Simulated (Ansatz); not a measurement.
Geometry optimisation, UKS PBE0/def2-SVP (Ansatz 0.2.0).

Input file:

```yaml
crystal:
  periodic: [false, false, false]
  atoms:
    - { symbol: F, position_ang: [-1.35672, -1.41804, 0.80656] }
    - { symbol: B, position_ang: [-0.69781, -0.90594, -0.18851] }
    - { symbol: Sn, position_ang: [0.16323, 1.25649, -0.03547] }
    - { symbol: H, position_ang: [-0.67475, -1.50864, -1.19107] }
    - { symbol: H, position_ang: [-0.25649, 2.00539, -1.55154] }
    - { symbol: H, position_ang: [-0.97016, 2.16846, 0.92319] }
magnetization:
  spin_polarized: true
  initial_magnetization: 1
basis:
  gaussian: { orbitals: def2-SVP }
hamiltonian:
  xc: pbe0
relax:
  f_tol: 0.015
  max_steps: 40
```

Launched with:

```bash
$ ansatz run input.yaml --threads 1 --pin off --max-ram 2048MiB --backend cpu --events-out ev --progress --plain --runs-dir out
```

Task: Where does it end, and by what steps?

Result: It converged. After 7 steps the energy has fallen by 0.257 eV; Sn3 moved furthest, 0.41 Å.

```json
{"step": "0", "energy less start (eV)": "0.0000", "largest force component (eV/Å)": "1.169", "accepted": "yes"}
{"step": "1", "energy less start (eV)": "-0.1787", "largest force component (eV/Å)": "0.533", "accepted": "yes"}
{"step": "2", "energy less start (eV)": "-0.1775", "largest force component (eV/Å)": "1.054", "accepted": "no"}
{"step": "3", "energy less start (eV)": "-0.2212", "largest force component (eV/Å)": "0.332", "accepted": "yes"}
{"step": "4", "energy less start (eV)": "-0.2523", "largest force component (eV/Å)": "0.102", "accepted": "yes"}
{"step": "5", "energy less start (eV)": "-0.2558", "largest force component (eV/Å)": "0.041", "accepted": "yes"}
{"step": "6", "energy less start (eV)": "-0.2559", "largest force component (eV/Å)": "0.107", "accepted": "yes"}
{"step": "7", "energy less start (eV)": "-0.2567", "largest force component (eV/Å)": "0.010", "accepted": "yes"}
```

```xyz
6
Properties=species:S:1:pos:R:3
F -1.259 -1.514 0.871
B -0.800 -0.916 -0.212
Sn -0.229 1.233 -0.137
H -0.611 -1.582 -1.206
H -0.039 2.086 -1.611
H -0.855 2.290 1.059
```

Whether the end is a true minimum wasn't checked by a vibrational analysis.

Run time: 26 s on 1 thread of Intel(R) Xeon(R) Platinum 8488C (Sapphire Rapids), with other jobs on the host, peak memory 0.2 GiB.
